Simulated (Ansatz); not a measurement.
`O[SiH2][SeH]` and `[SeH][SiH2][TeH]` differ in one atom or group.

Ansatz, PBE0-D4/def2-TZVP geometries, multiplicity 1. Each molecule was computed in one conformer, which needn't be the lowest.

Elements past krypton have def2 core potentials. Scalar relativity is left out up to krypton.

| property | `O[SiH2][SeH]` |
| --- | --- |
| size of the dipole moment (PBE/def2-TZVPP) / D | 1.45 |
| LUMO energy (PBE0/def2-TZVPP) / eV | -0.13 |
| zero-point energy (PBE0-D4/def2-TZVP) / kJ/mol | 103.7 |
| HOMO energy (PBE/def2-TZVPP) / eV | -6.12 |
| HOMO energy (B3LYP/def2-TZVPP) / eV | -7.02 |
| size of the dipole moment (B3LYP/def2-TZVPP) / D | 1.47 |

Problem. What does the change do to each property? (An estimate is asked.)

Solution. Ansatz gave: 
| property | `[SeH][SiH2][TeH]` | shift |
| --- | --- | --- |
| size of the dipole moment (PBE/def2-TZVPP) / D | 0.77 | -0.68 |
| LUMO energy (PBE0/def2-TZVPP) / eV | -0.94 | -0.81 |
| zero-point energy (PBE0-D4/def2-TZVP) / kJ/mol | 85.0 | -18.7 |
| HOMO energy (PBE/def2-TZVPP) / eV | -5.69 | 0.43 |
| HOMO energy (B3LYP/def2-TZVPP) / eV | -6.48 | 0.54 |
| size of the dipole moment (B3LYP/def2-TZVPP) / D | 0.85 | -0.62 |

With PBE0 the HOMO rises by 0.57 eV and the LUMO falls by 0.81 eV, so the gap narrows by about 1.38 eV. PBE moves the HOMO by 0.43 eV and ωB97M-V by 0.67 eV. Dipoles are sizes alone; their direction can turn.

B3LYP here is the variant with VWN-RPA as its local correlation; programs differ in this.

Spin–orbit coupling is left out; it splits and shifts lone-pair levels of the heavy atoms by tenths of an eV.
